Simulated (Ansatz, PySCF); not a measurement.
Gas-phase reaction in SMILES: O=C[C@@H]1C[C@H]1F + 7 [H][H] (H2) → 4 C (CH4) + F (HF) + O (H2O)
Structures are relaxed separately at B3LYP-D3(BJ)/def2-TZVP in Ansatz (a first-principles code), one conformer each, not searched for the lowest.

Quantity: energy of full hydrogenation (enthalpy at 298 K, with B3LYP-D3(BJ) rigid-rotor harmonic-oscillator terms from PySCF), in eV. Correlated levels leave the core frozen unless marked. No spin-orbit coupling. Non-relativistic. CBS marks a two-point X^-3 extrapolation of the correlation energy; Hartree-Fock from the larger set. The bracket is a focal-point correction in the basis named.

```tsv
level	program	energy of full hydrogenation (eV)
HF/cc-pVDZ	Ansatz	-6.48
```

Task: Estimate the value at RI-MP2/CBS(cc-pVTZ,cc-pVQZ)+[CCSD(T)-MP2]/cc-pVTZ as computed with Ansatz.

Result: -5.98 eV
